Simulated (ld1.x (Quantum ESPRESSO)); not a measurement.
# An all-electron radial function and its pseudo partner (F (Z = 9))

Columns: radius, all-electron u(r) and pseudo u(r) of the 2s shell (level -47.10 eV) of fluorine in the configuration [He] 2s2 2p4; PBEsol, non-relativistic, TM scheme, ld1.x (Quantum ESPRESSO) 7.5.

```csv
r (bohr),all-electron,pseudo
0.042,0.3589,-0.0811
0.085,0.4675,-0.1587
0.128,0.4229,-0.2261
0.170,0.2982,-0.2799
0.212,0.1345,-0.3240
0.255,-0.0468,-0.3659
0.298,-0.2252,-0.4146
0.340,-0.3873,-0.4782
0.382,-0.5324,-0.5627
0.425,-0.6611,-0.6658
0.467,-0.7669,-0.7670
0.510,-0.8552,-0.8552
0.552,-0.9232,-0.9232
0.595,-0.9757,-0.9757
0.638,-1.0129,-1.0129
0.680,-1.0360,-1.0360
0.722,-1.0480,-1.0480
0.765,-1.0504,-1.0504
0.807,-1.0445,-1.0445
0.850,-1.0316,-1.0316
0.892,-1.0134,-1.0134
0.935,-0.9901,-0.9901
0.977,-0.9638,-0.9638
1.020,-0.9341,-0.9341
1.062,-0.9030,-0.9030
1.105,-0.8696,-0.8696
```

Problem. How many radial nodes do the two functions have?

Solution. The all-electron 2s function has n − l − 1 = 1; the pseudo-wave has 0, since the states of the same l below it are removed with the core.

Problem. At about which radius was the pseudo-wave matched?

Solution. 0.50 bohr, where the columns begin to agree (steps of 0.04 bohr).

Problem. Is the pseudo-wave norm-conserving?

Solution. Yes: the TM scheme keeps the norm inside the radius equal to the all-electron one, which fixes the energy derivative of the logarithmic derivative at the level.
